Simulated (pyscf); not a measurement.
## cyclic C₃H₈Si (SMILES C[SiH]1CC1), singlet

Gas-phase minimum from PySCF at ωB97X-D3(BJ)/def2-SVP, one conformer. cyclic C₃H₈Si (SMILES C[SiH]1CC1) lies 7.5 kcal/mol over its isomer H₂C=CH–SiH₂–CH₃, and others may lie lower still (electronic energy, ωB97M-D3(BJ)). 

SMILES: C[SiH]1CC1
```xyz
12

C     -1.9358     0.4127    -0.1977
Si    -0.9208    -0.7808     0.8252
C      0.7569    -0.2893     1.4427
C      0.7662    -1.2992     0.2572
H     -1.2654     1.0689    -0.7742
H     -2.5871    -0.1218    -0.9071
H     -2.5716     1.0463     0.4406
H     -1.7082    -1.7425     1.6378
H      1.1248    -0.6696     2.4028
H      1.1423     0.7133     1.2210
H      1.1396    -2.3048     0.4837
H      1.1579    -0.9183    -0.6939
```
Charge 0, spin multiplicity 1.

Bond lengths (Å): C1–Si2 1.871, C1–H5 1.101, C1–H6 1.101, C1–H7 1.101, Si2–C3 1.854, Si2–C4 1.854, Si2–H8 1.485, C3–C4 1.557, C3–H9 1.096, C3–H10 1.097, C4–H11 1.096, C4–H12 1.097. Angles (°): Si2–C1–H5 109.6, Si2–C1–H6 111.3, Si2–C1–H7 111.3, H5–C1–H6 108.2, H5–C1–H7 108.2, H6–C1–H7 108.1, C1–Si2–C3 120.3, C1–Si2–C4 120.3, C1–Si2–H8 115.1, C3–Si2–C4 49.7, C3–Si2–H8 118.0, C4–Si2–H8 118.0, Si2–C3–C4 65.2, Si2–C3–H9 120.2 (the first ones only).

Properties at ωB97X-D3(BJ)/def2-SVP:

```
Item                                                                                                                                                                                                                                                                                       Value
---------------------------------------------------------------------------------------------------------------------  -------------------------------------------------------------------------------------------------------------------------------------------------------------------------
Harmonic wavenumbers, unscaled                                                                                         148, 197, 199, 489, 619, 637, 700, 737, 752, 772, 818, 880, 926, 976, 1030, 1040, 1193, 1288, 1403, 1428, 1440, 1446, 2283, 3071, 3139, 3144, 3173, 3177, 3223, 3234 cm⁻¹
Zero-point energy                                                                                                                                                                                                                                                                  62.3 kcal/mol
Rotational symmetry number                                                                                                                                                                                                                                                                     1
Entropy of this conformer at 298 K and 1 atm, rigid rotor and harmonic oscillator, modes under 100 cm⁻¹ raised to 100                                                                                                                                                            310.3 J/(mol K)
Dipole moment                                                                                                                                                                                                                                                                             0.85 D
```

Single-point totals, which compare only within one level (frozen core for MP2 and CC):

```
level                   total energy (hartree)
----------------------  ----------------------
ωB97X-D3(BJ)/def2-TZVP              -408.74813
PBE/def2-TZVP                       -408.32666
r²SCAN/def2-TZVP                    -408.54614
B3LYP-D3(BJ)/def2-TZVP              -408.69171
PBE0-D3(BJ)/def2-TZVP               -408.38548
M06-2X/def2-TZVP                    -408.56415
ωB97M-D3(BJ)/def2-TZVP              -408.72224
HF/def2-TZVPP                       -407.21262
MP2/def2-TZVPP                      -407.85973
CCSD/def2-TZVPP                     -407.90691
CCSD(T)/def2-TZVPP                  -407.93570
```

Soft torsions are taken as harmonic, which can shift the entropy by several J/(mol K). The CCSD(T) − MP2 part came from Ansatz, without density fitting, on the same reference.
